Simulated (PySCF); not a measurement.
# Vibration and rotation of ZnF⁺

RHF-CCSD(T) constants of ZnF⁺, ¹Σ⁺ (singlet), closed shell (basis Zn def2-TZVPPD, F def2-TZVPPD; no relativity; PySCF 2.14; masses 63.9291 and 18.9984 u):

```
ωe              : 719.3 cm⁻¹
ωexe            : 3.78 cm⁻¹
Be              : 0.3914 cm⁻¹
αe              : 0.00291 cm⁻¹
D (centrifugal) : 4.63e-07 cm⁻¹
De to Zn⁺ + F   : 2.93 eV
```

Problem. Estimate the standard entropy (1 bar) and heat capacity of the ideal gas at 1000 K, rigid rotor with B0 and harmonic oscillator at the fundamental.

Solution. Translation (Sackur–Tetrode, M = 82.93 u): 189.1 J/(mol K). Rotation: q = kT/(σB0) = 1780 with σ = 1, 70.6. Vibration: x = hcν0/kT = 1.02, 8.47. S° = 268.1 J/(mol K); Cp = 7R/2 + 7.62 = 36.7 J/(mol K).

Correlated steps freeze 6 core orbitals. For an ion De counts to the pair picked by the measured ionisation energies or electron affinities, which need not be the lowest pair at this level. Where the molecule has an RHF reference, its open-shell atoms are computed with UHF.
